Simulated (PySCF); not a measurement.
SMILES C[Si](C)(C)[SiH3] (GFN2-xTB optimised geometry):

```
17

Si    -1.188    -1.841    -1.826
Si    -0.332    -0.681     0.000
C     -0.902     1.145     0.000
C      1.582    -0.681     0.000
C     -0.904    -1.458     1.652
H     -0.776    -1.267    -3.112
H     -0.766    -3.246    -1.861
H     -2.655    -1.863    -1.850
H     -0.502     1.692     0.850
H     -0.576     1.659    -0.900
H     -1.984     1.220     0.044
H      1.975    -0.227    -0.905
H      1.976    -1.692     0.054
H      1.984    -0.128     0.844
H     -0.576    -2.490     1.737
H     -1.988    -1.454     1.734
H     -0.511    -0.918     2.510
```

Computed with PySCF 2.14.0 with CAM-B3LYP/def2-SVP.

### Question
What are the frontier orbital energies and the dipole moment?

### Answer
HOMO-2 -9.85 eV, HOMO-1 -9.85 eV, HOMO -9.12 eV, LUMO 1.85 eV, LUMO+1 1.86 eV; dipole moment 0.99 D.

Meta-Löwdin charges at CAM-B3LYP/def2-SVP: Si1 0.22, Si2 0.70, C3 -0.53, C4 -0.53, C5 -0.53, H6 -0.09, H7 -0.09, H8 -0.09, H9 0.11, H10 0.11, H11 0.11, H12 0.11, H13 0.11, H14 0.11, H15 0.11, H16 0.11, H17 0.11.
